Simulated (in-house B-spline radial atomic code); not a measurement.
# Ionising Ru with different functionals

Computed with a B-spline radial code for spherical atoms: four-component Dirac-Coulomb Hamiltonian, Fermi nucleus of rms radius 4.4809 fm, spin-restricted, spherical fractional occupations for the functionals, and exact exchange of hybrids averaged over the configuration. The ionisation energy is the difference of two self-consistent energies, [Kr] 4d7 5s1 → [Kr] 4d7, without Breit or QED terms; ε is the level of the shell that loses the electron (mean over j).

```json
{"method": "B97-1", "rung": "global hybrid", "ΔSCF (eV)": "7.06", "-ε(5s) (eV)": "4.72"}
{"method": "B3LYP", "rung": "global hybrid", "ΔSCF (eV)": "?", "-ε(5s) (eV)": "?"}
{"method": "PBE0", "rung": "global hybrid", "ΔSCF (eV)": "7.05", "-ε(5s) (eV)": "4.86"}
{"method": "wB97X", "rung": "range-separated hybrid", "ΔSCF (eV)": "?", "-ε(5s) (eV)": "?"}
```

**Question.** What does wB97X give?

**Answer.** ΔSCF 6.99 eV, and -ε(5s) = 6.83 eV.

**Question.** What does B3LYP give?

**Answer.** ΔSCF 7.32 eV, and -ε(5s) = 4.89 eV.

**Question.** Among the functionals, which spreads more, the ΔSCF values or the orbital energies?

**Answer.** The orbital energies: ΔSCF values span about 0.33 eV and the orbital energies 2.12 eV; here energy differences depend much less on the functional than eigenvalues do.

**Question.** How do they compare with the NIST value?

**Answer.** NIST lists 7.361 eV (measured, ground level to ground level). Errors run from -0.37 to -0.04 eV; B3LYP is closest (-0.04 eV), but part of that can be cancellation, since the calculations leave out Breit-QED terms, spin polarisation, the choice among j levels, multiplet and fine-structure energies.
